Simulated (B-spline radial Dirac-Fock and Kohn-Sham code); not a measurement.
**Hg²⁺: non-radiative channels of the 4p3/2 vacancy**

System: the Hg²⁺ ion in the configuration 1s2 2s2 2p6 3s2 3p6 3d10 4s2 4p6 4d10 4f14 5s2 5p6 5d10, inside a Watson sphere of charge -2 and radius 1.8 Å (a model of the Madelung potential; inside it an electron's potential energy is raised by 16.0 eV).

These are calculated numbers from a B-spline atomic structure program; the model is independent-particle radiative and Coulomb Auger rates from relativistic LDA hole-state orbitals, with Dirac-Fock energies. Kinetic energies are configuration averages from the vacuum level; the two-hole energies are estimated from single-hole states.

```
transition  kinetic energy (eV)  width (meV)  share (%)
   N3-N4O1                42.22          164        1.8
   N3-N5O1                61.76          856        9.5
   N3-N5N6                77.57          643        7.1
   N3-N5N7                83.60          886        9.8
   N3-N4O2                84.99          134        1.5
   N3-N4O3                103.8          417        4.6
   N3-N5O2                104.2          903       10.0
   N3-N5O3                123.5         1140       12.6
   N3-N4O5                167.4          171        1.9
   N3-N5O4                184.8          748        8.3
   N3-N5O5                187.1          876        9.7
   N3-N7O1                325.9          133        1.5
   N3-N6N7                341.7          150        1.7
   N3-N7O2                368.4          113        1.3
   N3-N6O3                383.5          406        4.5
   N3-N7O3                387.6          494        5.5
```

Coster-Kronig rates are the weakest part of this model and often come out 1.5 to 2.5 times too large. The listed channels hold 91 % of the non-radiative rate. Summed by principal shells, of 9.04 eV in all: NNO 76.3 %, NNN 21.1 %, NOO 2.5 %.
